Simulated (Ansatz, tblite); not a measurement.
Cost and result up the ladder for Si(vinyl)(NHEt)3 (C₈H₂₁N₃Si) (33 atoms). The state is a singlet with charge 0. Geometry: r2SCAN-D4/def2-SVP.

```xyz
33

Si    0.281    0.188    0.141
C    -0.057    1.955    0.671
C     0.467    2.535    1.764
H    -0.740    2.562    0.056
H     1.141    1.981    2.430
H     0.246    3.571    2.048
N     1.744   -0.271    0.949
C     2.182   -1.647    1.115
C     3.032   -2.181   -0.035
H     2.493    0.412    1.024
H     2.735   -1.753    2.068
H     1.275   -2.269    1.220
H     2.462   -2.152   -0.977
H     3.349   -3.222    0.146
H     3.943   -1.573   -0.171
N     0.441   -0.036   -1.577
C    -0.583    0.241   -2.570
C    -0.444    1.602   -3.248
H     1.387    0.003   -1.951
H    -0.591   -0.551   -3.347
H    -1.564    0.175   -2.067
H    -0.492    2.418   -2.509
H    -1.239    1.763   -3.995
H     0.525    1.684   -3.769
N    -1.062   -0.809    0.571
C    -1.888   -0.703    1.759
C    -3.319   -0.271    1.458
H    -1.341   -1.540   -0.079
H    -1.900   -1.662    2.316
H    -1.417    0.029    2.436
H    -3.329    0.719    0.973
H    -3.926   -0.214    2.377
H    -3.809   -0.984    0.774
```

Ansatz on 4 threads of Intel Xeon on a shared host; xTB runs through tblite on one thread. Times are rough, summed over both states, and most runs start from the orbitals of an earlier one. PBE0-D4/def2-SVP serves as the yardstick here, not as an exact answer. The other state is a triplet.

The xTB rows come from tblite.

xTB has no spin-polarisation term.

```csv
level,functions,wall time
GFN2-xTB,74,0.21 s
GFN1-xTB,95,0.29 s
PBE-D4/def2-SVP,277,31 s
PBE0-D4/def2-SVP,277,59 s
```

Q: Estimate what each level gives for the vertical triplet (eV).

A: 
```tsv
level	vertical triplet (eV)	difference from PBE0-D4/def2-SVP (eV)
GFN2-xTB	4.40	0.33
GFN1-xTB	4.42	0.36
PBE-D4/def2-SVP	4.08	0.01
PBE0-D4/def2-SVP	4.07	0.00
```
